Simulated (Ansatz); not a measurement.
Cost and result for the atomization energy of C₂H₄OSn, SMILES `C1=[CH][SnH2][O]1` (8 atoms, 8 bonds).

Charge 0, multiplicity 1. Correlated methods include outer-core shells of Sn, which these sets cover unevenly. Sn takes the def2 core potential. Geometry: relaxed with PBE0-D4/def2-TZVP. Program: Ansatz. All runs use 2 threads of an Arm Neoverse V2 on a shared host. Times are those of one run each, without the atoms' runs, and a repeat can differ threefold. Electronic energies, without spin–orbit coupling; frozen cores. CCSD(T)/CBS adds CCSD(T) − MP2 in def2-TZVPP to the MP2 limit, and its time is that of the two runs behind it. T1 = 0.016. With those shells the extrapolation isn't a true limit. B3LYP takes the VWN-RPA correlation (the form of Gaussian; ORCA's B3LYP/G). HSE06 is the plane-wave form, built on full-range PBE exchange.

CCSD(T)/CBS is a level of theory with its own doubt, some kJ/mol a heavy atom from the limit and from the frozen cores, so smaller differences don't rank the functionals.

| level | functions | wall time | atomization (kcal/mol) | difference from CCSD(T)/CBS | per bond |
| --- | --- | --- | --- | --- | --- |
| revPBE-D4/def2-TZVPP | 199 | 1.9 s | 679.1 | -4.5 | -0.6 |
| BLYP-D4/def2-TZVPP | 199 | 2.5 s | 679.5 | -4.1 | -0.5 |
| PBE-D4/def2-TZVPP (with forces) | 199 | 2.6 s | 700.5 | 16.9 | 2.1 |
| BHLYP-D4/def2-TZVPP | 199 | 3 s | 648.6 | -35.0 | -4.4 |
| HSE06-D4/def2-TZVPP | 199 | 3.1 s | 681.6 | -2.0 | -0.2 |
| B3LYP-D4/def2-TZVPP (with forces) | 199 | 4.4 s | 675.9 | -7.7 | -1.0 |
| CCSD(T)/def2-SVP | 88 | 4.5 s | 636.0 | -47.6 | -6.0 |
| B2PLYP/def2-TZVPP | 199 | 5.5 s | 670.7 | -12.9 | -1.6 |
| PBE-QIDH/def2-TZVPP | 199 | 5.5 s | 674.7 | -8.9 | -1.1 |
| ωB97M-V/def2-TZVPP (with forces) | 199 | 12 s | 680.2 | -3.4 | -0.4 |
| MP2/def2-QZVPP | 373 | 16 s | 687.3 | 3.7 | 0.5 |
| CCSD(T)/def2-TZVPP | 199 | 100 s | 663.1 | -20.5 | -2.6 |
| CCSD(T)/CBS(def2) | – | 120 s | 683.6 | 0.0 | 0.0 |

From BLYP to BHLYP (50 % exact exchange), in def2-TZVPP and without D4, the atomization energy moves by −27.4 kcal/mol: exact exchange takes away binding that semilocal exchange gives to molecules. The D4 term adds +6.2 kcal/mol with B3LYP and +3.2 kcal/mol with PBE0; it sums over pairs of atoms, weighted by their polarisabilities, and B3LYP, whose exchange is more repulsive, gets the larger term. In def2-TZVPP, CCSD(T) changes the Hartree–Fock value by +202.5 kcal/mol (the triples alone add +15.6 kcal/mol) and MP2 by +214.4 kcal/mol; breaking electron pairs costs correlation energy, which Hartree–Fock lacks.

Spin–orbit coupling would lower the free Sn atoms strongly, and the atomization energy with them, by more than many differences here. For some Ge, Se and Sn compounds the MP2-based and the directly extrapolated limit differ by 10 to 25 kJ/mol.
